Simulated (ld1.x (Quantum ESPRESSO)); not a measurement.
**oxygen (O): variants of one TM potential**

Base potential:

```
Element                 : O
Generator               : ld1.x (Quantum ESPRESSO) 7.5
Type                    : norm-conserving Troullier–Martins (Kleinman–Bylander form)
Functional              : PBE
Relativity              : non-relativistic
Frozen core             : [He]
Valence charge          : 6
Reference configuration : 2s2 2p3.75 (charge +0.25)
Partial waves           : 2s (bound): rc 0.75 bohr; 2p (bound): rc 1.45 bohr; 3d channel at 0.35 Ry: rc 1.30 bohr
Local potential         : the d channel
Core correction         : Bessel-smoothed model core inside 0.60 bohr
```

All-electron outer shells of the reference configuration (PBE, non-relativistic, ld1.x):

```tsv
shell	level (eV)	outermost node (bohr)	outermost maximum (bohr)
2s	-27.51	0.28	0.87
2p	-12.54	–	0.82
```

Cutoffs, loose and tight: the cutoffs (Ry, on a coarse ladder) from which the occupation-weighted sum of valence levels, in a spherical-Bessel basis at the reference potential, stays within 10 and 1 mRy of its value at 400 Ry. They do not see the model core or the augmentation charge, which bear on the density cutoff. Test errors are all-electron minus pseudo excitation energies from the reference, over the configurations 2s2 2p4; 2s2 2p3; 2s2 2p2; 2s2 2p0; 2s1 2p4; 2s2 2p3.5; 2s0 2p6. A dash means not determined; rows that change the core or the reference have their own tests.

```csv
change,outcome,"cutoff, loose","cutoff, tight",bound ghosts,largest test error (meV)
base,generated,80 Ry,200 Ry,none,+2037
"all radii but the core radius scaled by about 0.90 (s 0.68, p 1.30, d 1.18 bohr)",generated,110 Ry,200 Ry,none,+1459
"all radii but the core radius scaled by about 1.14 (s 0.86, p 1.66, d 1.48 bohr)",generated,80 Ry,180 Ry,none,+3158
"all radii but the core radius scaled by about 1.22 (s 0.92, p 1.78, d 1.58 bohr)",generated,70 Ry,160 Ry,none,+4082
```

Q: What comes out with this change to the base: all radii but the core radius scaled by about 1.37 (s 1.02, p 1.98, d 1.78 bohr)?

A: outcome: generated; cutoff, loose: 60 Ry; cutoff, tight: 140 Ry; bound ghosts: none; largest test error (meV): +6118.

Q: What comes out with this change to the base: all radii but the core radius scaled by about 1.05 (s 0.78, p 1.52, d 1.36 bohr)?

A: outcome: generated; cutoff, loose: 80 Ry; cutoff, tight: 200 Ry; bound ghosts: none; largest test error (meV): +2420.

Q: What comes out with this change to the base: all radii but the core radius scaled by about 0.81 (s 0.60, p 1.18, d 1.06 bohr)?

A: outcome: generated; cutoff, loose: 200 Ry; cutoff, tight: over 300 Ry; bound ghosts: none; largest test error (meV): +1113.

Reading the sweep of the scale of all radii but the core radius (base = 1) (base included, trends over the rows without a ghost): The loose cutoff falls from 200 Ry at 0.81 to 60 Ry at 1.37. A larger radius leaves more room for a smooth pseudo-wave, so fewer plane waves are needed; a smaller one forces it to follow the all-electron wave where it bends sharply. The median size of the test errors (rows with all tests solved) is not monotonic: lowest 4.7 meV at 0.81, highest 49.8 meV at 1.22.
